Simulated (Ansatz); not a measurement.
A run for Ansatz (a quantum-chemistry and plane-wave program): R-SVWN5/def2-TZVPP on CH5GaO (SMILES C[O][GaH2]), a point of a torsion scan.

Ansatz 0.2 input:
```yaml
crystal:
  periodic: [false, false, false]
  atoms:
    - {symbol: C, position_ang: [1.30227721, 0.15254565, 0.09876470]}
    - {symbol: O, position_ang: [0.78484877, -0.75487874, -0.85541155]}
    - {symbol: Ga, position_ang: [0.27221684, -1.86217313, -2.02859863]}
    - {symbol: H, position_ang: [1.22020134, 1.17310985, -0.28122814]}
    - {symbol: H, position_ang: [0.73312480, 0.07172263, 1.02748837]}
    - {symbol: H, position_ang: [2.35148570, -0.06887590, 0.30314526]}
    - {symbol: H, position_ang: [1.27718961, -2.92509971, -2.53230188]}
    - {symbol: H, position_ang: [-1.19127734, -1.70481845, -2.48827379]}
basis:
  gaussian:
    orbitals: def2-TZVPP
hamiltonian:
  xc: {name: SVWN5}
scf: {lower_state_search: off}
```

Program output:

```
WARN ansatz: RAYON_NUM_THREADS=1 ignored (pool sized by the plan → 1); use --threads N
Functional definition: SVWN5
these checks for a lower state are left out or cut short: stability, starts, cluster_reference, orbital_swaps, neighbouring_geometries, increment
integrals: 0.08 GiB planned
994 factors; their error is unknown
mean field: 0.62 GiB planned
mean field evaluation 1: about -55426.3409 eV, gradient 7.9e1 eV
mean field evaluation 2: about -55338.4620 eV, gradient 2.0e2 eV
mean field evaluation 4: about -55436.4853 eV, gradient 1.9e1 eV
mean field evaluation 8: about -55436.9677 eV, gradient 7.3e-2 eV
mean field evaluation 16: about -55436.9433 eV, gradient 1.3e-5 eV
mean field -55436.94333238 eV, -2037.2700909553 hartree, gradient 3.0e-6 eV, S^2 0.000000; 0 other end points of the search recorded, 0 dependent functions left out
reference -55436.94337392 eV, -2037.2700924818 hartree; 25, 25 occupied and 155, 155 virtual orbitals, 994 factors
Total energy: -55436.94337392 eV, -2037.2700924818 hartree
Checks for a lower state left out: stability, starts, cluster_reference, orbital_swaps, neighbouring_geometries, increment
```

The run converged.

Cost: around 1.4 core-seconds (rough).
